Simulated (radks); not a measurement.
All-electron atom: Si IV in [Ne] 3s1 (the NIST ground configuration). All-electron calculation, scalar-relativistic Kohn-Sham, PBE, spin-polarised, spherical densities, finite nucleus; open shells are filled with parallel spins first; Fermi nuclear charge, rms radius 3.1224 fm. Program: a radial shooting solver on a logarithmic mesh with Libxc functionals. Some entries of the table are withheld. Estimate them.

orbital  occ.  eigenvalue (hartree)  <1/r> (bohr^-1)  <r> (bohr)
1s up       1             -67.01691            13.64      0.1113
1s down     1             -67.01039            13.64      0.1113
2s up       1              -6.46700            2.586         (1)
2s down     1              -6.45494            2.588         (2)
2p up       3              -4.85498              (3)      0.5347
2p down     3              -4.84298              (4)      0.5335
3s up       1              -1.48474           0.7460       1.839

Answer. 
(1) 2s up <r> (bohr): 0.5663
(2) 2s down <r> (bohr): 0.5656
(3) 2p up <1/r> (bohr^-1): 2.470
(4) 2p down <1/r> (bohr^-1): 2.473
